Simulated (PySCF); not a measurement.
**Gas-phase XPS of Cu(PH3)(NH2), computed**

Compound: Cu(PH3)(NH2) (singlet state).
Structure used (PBE0-D3(BJ)/def2-SVP), in Å, numbered top down from 1:
```
atom  x, y, z in Å
Cu1    0.006    0.015   -0.522
P2     0.002   -0.002    1.631
H3    -1.120   -0.545    2.312
H4     0.099    1.200    2.387
H5     1.007   -0.724    2.328
N6     0.003    0.031   -2.319
H7     0.827    0.000   -2.909
H8    -0.822    0.024   -2.908
```

Theory: PySCF 2.14.0, delta-SCF UKS SCAN, pcX-2 on the ionised atom (unc-x2c-TZVPall on a metal), pcseg-1 elsewhere, spin-free X2C. These are vertical core ionisation energies against the vacuum level, from separate self-consistent calculations with and without the core hole.

Question: Give the core binding energies atom by atom.

Answer: 
| atom(s) | environment | level | binding energy (eV) | 2p1/2 (eV) | count |
| --- | --- | --- | --- | --- | --- |
| P2 | phosphorus bonded to Cu and 3 H | P 2p3/2 | 137.71 | 138.60 | 1 |
| N6 | nitrogen bonded to Cu and 2 H | N 1s | 402.29 | – | 1 |
| Cu1 | copper bonded to N and P | Cu 2p3/2 | 937.90 | 958.56 | 1 |
| P2 | phosphorus bonded to Cu and 3 H | P 1s | 2151.39 | – | 1 |

Question: Which photon wavelength matches the Cu 2p3/2 of Cu1 threshold?

Answer: λ = hc/E = 12398.42 eV Å / 937.90 eV = 13.219 Å.

Spin–orbit and ligand-field terms were added within each 2p shell after the spin-free SCF. 2p1/2 minus 2p3/2 (ligand field included): Cu 20.65 eV, P 0.89 eV. Satellites of the metal's 2p lines aren't described. Geometry: PBE0-D3(BJ)/def2-SVP; no solvent, vibrations or thermal averaging. Metal 2p energies of this one-determinant scheme are less reliable than its 1s energies.

On one thread of an Arm Neoverse V2 (shared host), this took 19 s wall.
